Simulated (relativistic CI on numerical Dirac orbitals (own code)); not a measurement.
# Cu³⁺ in a cubic cluster: 1s photoemission with charge transfer

Computed with a charge-transfer multiplet model of a cubic metal-ligand cluster with up to 2 ligand holes, Slater and spin-orbit integrals from Dirac-Coulomb-Breit ions, Slater integrals scaled by 0.7. The ground state mixes d8 with configurations of k ligand holes L, whose averages lie at kΔ + k(k − 1)U_dd/2; a core hole lowers each added d electron by U_cd. 300 K, Lorentzian 1.1 eV and Gaussian 0.6 eV FWHM.

Atomic integrals in eV (Slater integrals scaled, ζ unscaled), ground: F2dd 9.683, F4dd 6.042, zeta_d 0.110; with the core hole: F2dd 10.825, F4dd 6.783, zeta_d 0.148, G2cd 0.067.

Cluster parameters (eV): U_dd = 6.5, U_cd = 7.7, 10Dq = 1.4, 10Dq(ligand) = 0.4, V(eg) = 1.25, V(t2g) = -0.54, final-state hopping factor = 0.9.

```
       Case   n_d    d8   d9L  d10L2     S
Δ = -3.9 eV  8.93  0.17  0.73   0.10  1.00
Δ = -2.9 eV  8.79  0.27  0.67   0.06  1.00
Δ = -1.9 eV  8.62  0.41  0.55   0.03  1.00
Δ = -0.9 eV  8.45  0.57  0.42   0.02  1.00
 Δ = 0.1 eV  8.31  0.70  0.29   0.01  1.00
```

Weights, n_d and S are thermal averages at 300 K. Binding energies count from the first peak over 30 % of the highest in each spectrum, which can be another peak from case to case. The parameters are a model scan and need not match a compound or its usual spin state. Peaks in eV (height, largest 100):
- Δ = -3.9 eV: 0.0 (59), 5.3 (100), 14.9 (14)
- Δ = -2.9 eV: 0.0 (58), 4.4 (100), 13.0 (26)
- Δ = -1.9 eV: 0.0 (66), 3.8 (100), 11.3 (50)
- Δ = -0.9 eV: 0.0 (85), 3.3 (100), 9.6 (96)
- Δ = 0.1 eV: 0.0 (71), 3.1 (59), 8.1 (100)

For the case Δ = -0.9 eV, Δ = -0.9 eV is smaller than U_dd = 6.5 eV, the charge-transfer side of the Zaanen-Sawatzky-Allen scheme (negative Δ: between configuration averages a ligand hole costs less than the nominal valence; multiplet and field energies can change this for the lowest states). With the core hole the configuration with one ligand hole lies at Δ − U_cd = -11.6, -10.6, -9.6, -8.6, -7.6 eV from the one without, in the order of the table; where this is negative the screened configuration lies lower.
